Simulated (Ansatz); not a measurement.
BMe2(nacnacH) (C5H11BN2). Charge 0, multiplicity 1. Geometry PBE-D4/def2-SVP, basis def2-TZVP, Ansatz.

```xyz
19

B    -0.5610   -0.2976    0.0406
C    -1.8954    0.3940    0.6635
H    -1.7222    1.4367    1.0094
H    -2.2884   -0.1800    1.5326
H    -2.7253    0.4269   -0.0777
C    -0.7964   -1.8244   -0.4696
H     0.1221   -2.2862   -0.8940
H    -1.5844   -1.8789   -1.2540
H    -1.1450   -2.4845    0.3561
N     0.6211   -0.2562    1.1062
C     1.7783    0.3755    0.9865
C     2.1198    1.1247   -0.1533
C     1.1838    1.1980   -1.2001
N     0.0075    0.5926   -1.1505
H     0.4754   -0.7717    1.9774
H     2.4954    0.3020    1.8243
H     3.0856    1.6365   -0.2234
H     1.4264    1.7808   -2.1072
H    -0.5971    0.7119   -1.9668
```

```csv
run,HOMO (eV),LUMO (eV)
A,-4.81,-2.07
B,-4.64,-2.21
C,-5.50,-1.53
D,-6.91,-0.22
E,-5.66,-1.31
```

B3LYP takes the VWN-RPA correlation.

Question: The runs used B3LYP, CAM-B3LYP, PBE, PBE0, r2SCAN. Estimate which is which.

Answer: A r2SCAN (0 % exact exchange); B PBE (0 % exact exchange); C B3LYP (20 % exact exchange); D CAM-B3LYP (range-separated); E PBE0 (25 % exact exchange). Exact exchange lowers occupied and raises empty levels; among semilocal functionals meta-GGAs tend to open the gap a little, and such runs are hard to tell apart. The gap grows from 2.44 eV (PBE) to 6.69 eV (CAM-B3LYP).
